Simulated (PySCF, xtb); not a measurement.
Relaxing a trial structure of BH6NSe

The starting geometry of this gas-phase singlet has its atoms placed at random.

```xyz
9

B     0.4946   -2.0653    0.4436
N    -0.5786   -0.4953    0.9817
Se    0.6094   -0.0732   -0.9542
H    -1.2694    0.2394   -1.5862
H    -0.5128   -0.7017   -0.2995
H     1.3370    0.8691    0.6840
H    -0.5949   -1.3835    1.5348
H     2.1166   -0.9902    0.2957
H    -0.2040    0.4039    0.2706
```

Question: Guess where an optimisation with r2SCAN-D4/def2-SVP ends from this start.

Answer: It loosens into BH4NSe + H2, which stay close as a complex. Distances that change by over a tenth: N2–Se3 (2.31 → 2.84 Å), N2–H9 (1.21 → 1.03 Å). Contacts that open: Se3–H5 (1.44 → 2.86 Å), Se3–H9 (1.55 → 3.63 Å). Contacts that close: B1–N2 (1.98 → 1.60 Å), B1–Se3 (2.44 → 1.91 Å), N2–H5 (1.30 → 1.05 Å), Se3–H4 (2.01 → 1.53 Å), H6–H8 (2.05 → 0.77 Å).

The energy falls by 13.71 eV over 88 steps:

```tsv
step	E − E(last) (eV)
1	13.708
11	3.521
20	1.216
30	0.188
40	0.124
49	0.059
59	0.064
69	0.011
78	0.001
88	0.000
```

Final geometry (Å):

```xyz
9

B     1.1941   -1.5213   -1.1216
N     0.3414   -0.2396   -0.6717
Se    0.8160   -1.8445   -2.9683
H    -0.1349   -0.7137   -3.3669
H    -0.1406    0.3485   -1.3930
H     2.6636   -0.2362    0.9859
H    -0.3743   -0.6006   -0.0289
H     2.7305    0.4185    1.3781
H     0.9348    0.3631   -0.0897
```

From the same start GFN2-xTB ends elsewhere, in pieces: BH4NSe + H2.

From so rough a start the end depends on the optimiser's path, so another program may land elsewhere. The end wasn't checked by frequencies. Run with PySCF 2.14.0, 8.4 min on 2 threads of AMD EPYC 9B14 (Zen 4), with other jobs on the host.
